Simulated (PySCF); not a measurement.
Predicted microwave data (PBE0/def2-SVPD in PySCF (dipole) on a GFN2-xTB geometry, gas phase) for one isomer of C4H7NSSi:

| Item | Value |
| --- | --- |
| Rotational constants | A = 4416, B = 1182, C = 948.5 MHz |
| Dipole components | \|μa\| = 2.67 D, \|μb\| = 0.45 D, \|μc\| = 0.00 D |
| Inertial defect | -9.30 u·Å² |
| κ | -0.87 |

Task: Which structure is it? (One computed conformer of each.)
A. `[SiH3:1][CH2:2][c:3]1[cH:4][n:5][s:6][cH:7]1` with Si1–C2–C3–C4 84°
B. `[CH3:1]/[N:2]=[CH:3]\[C:4]1=[CH:5][SiH2:6][S:7]1` with N2–C3–C4–C5 180°

Result: B. It is C/N=C\C1=C[SiH2]S1, an asymmetric top, point group Cs. The candidates at the same level (rigid rotor, commonest isotopes):

```
            SMILES  A (MHz)  B (MHz)  C (MHz)  μa (D)  μb (D)  μc (D)  Δ (u·Å²)  point group                        rotor
C/N=C\C1=C[SiH2]S1     4416     1182    948.5    2.67    0.45    0.00     -9.30           Cs               asymmetric top
    [SiH3]Cc1cnsc1     4840    969.4    912.1    2.08    1.35    1.07    -71.65           C1  near-prolate asymmetric top
```

`[SiH3]Cc1cnsc1` has B 18 % too low. In the right answer the mirror of this Cs structure is the ab plane, so μc vanishes by symmetry. No structure here is proved a minimum.
